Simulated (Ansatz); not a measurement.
`C#C[SiH2]N` + `F[SiH3]` → `N[SiH2][SiH2]F` + `C#C` at 298.15 K and 1 bar (formal exchange of groups at the Si–C bond).

Isolated molecules relaxed with PBE0-D4/def2-TZVP in Ansatz; ΔE leaves out vibrations. CBS: MP2 limit from def2 TZ/QZ plus the TZ coupled-cluster correction, frozen cores. This one scheme is used for every species. One conformer a species, not always the lowest.

| species | CCSD(T)/CBS energy (Eh) | H − E (kJ/mol) | S (J/(mol·K)) |
| --- | --- | --- | --- |
| `C#C[SiH2]N` | -422.86577 | 182.0 | 314.2 |
| `F[SiH3]` | -390.72345 | 82.7 | 238.5 |
| `N[SiH2][SiH2]F` | -736.34029 | 186.9 | 350.4 |
| `C#C` | -77.22717 | 80.8 | 200.2 |

H − E and S are ideal-gas, rigid-rotor, harmonic terms from PBE0-D4/def2-TZVP, for one conformer and one mirror image of each species. 1 Eh = 2625.50 kJ/mol, R = 8.31446 J/(mol·K).

By hand: ΔE, ΔH, ΔS and ΔG.

ΔE = (-736.34029) + (-77.22717) − (-422.86577) − (-390.72345) = 0.02176 Eh = 57.1 kJ/mol. Δ(H − E) = 186.9 + 80.8 − 182.0 − 82.7 = 3.0, so ΔH = 60.1 kJ/mol. ΔS = 350.4 + 200.2 − 314.2 − 238.5 = -2.1 J/(mol·K). ΔG = 60.1 − 298.15 × (-2.1)/1000 = 60.7 kJ/mol.

By hand: the equilibrium constant, and the temperature at which ΔG would vanish if ΔH and ΔS stayed fixed.

log₁₀ K = −ΔG/(RT ln 10) = -10.6. ΔH and −TΔS have one sign here, so there is no such temperature.

The number of gas molecules stays the same, so ΔS is small and ΔH decides. A doubt of 5 kJ/mol in ΔE shifts log₁₀ K by 0.9 here. Other conformers and mirror images would add mixing entropy, several J/(mol·K) or more a flexible species. Modes under 60 cm⁻¹, often nearly free rotors, make the harmonic entropy too high. These are equilibria of isolated gas molecules and say nothing of rates. Largest T1 diagnostic: 0.013 (customary marks: 0.02 for closed shells, 0.045 for open ones).

ΔS is within the doubt of such terms, so its sign, and with it that verdict, could turn.
